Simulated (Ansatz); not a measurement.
PtS2⁺, relaxed as a doublet with UKS r2SCAN-D4/def2-TZVP in Ansatz, starting from the r2SCAN-D4/def2-TZVP geometry of the neutral singlet. Force threshold 0.02 eV/Å.

In the def2 sets Pt takes a core potential; there is no spin–orbit coupling. The relaxed charge 1 doublet is spin-contaminated (final ⟨S²⟩ up to 1.55, 0.75 for a pure state). The relaxation made no stability test and no search for a lower SCF solution. No other spin state of charge 1 was run. The structure comes from a short search, and lower isomers may exist.

Start:

Cartesian coordinates in Å:
```
Pt -0.003 0.003 -0.003
S -1.690 -0.213 1.180
S 1.693 0.210 -1.177
```

Task: Estimate the energy that the relaxation releases and the steps that it takes.

Result: 78.4 kJ/mol, in 15 steps; 35 s on 4 threads of Arm Neoverse V2 on a shared host. The force fell under the threshold at step 5, but the optimiser went on and released 0.638 eV more. No frequencies were taken in this run, so the end may be a saddle point.

Task: Does the start keep its bonding and symmetry?

Result: By distances, no bond broke or formed. The bond that changes most is Pt1–S2, from 2.07 to 2.08 Å (atoms count from 1). Point group D∞h at the start, C2v at the end, both within 0.05 Å.

Task: Predict the relaxed structure.

Result: 
Cartesian coordinates in Å:
```
Pt 0.358 -0.423 0.444
S -1.643 0.035 0.789
S 1.285 0.388 -1.232
```
Bond lengths: 2 × Pt–S 2.08 Å.
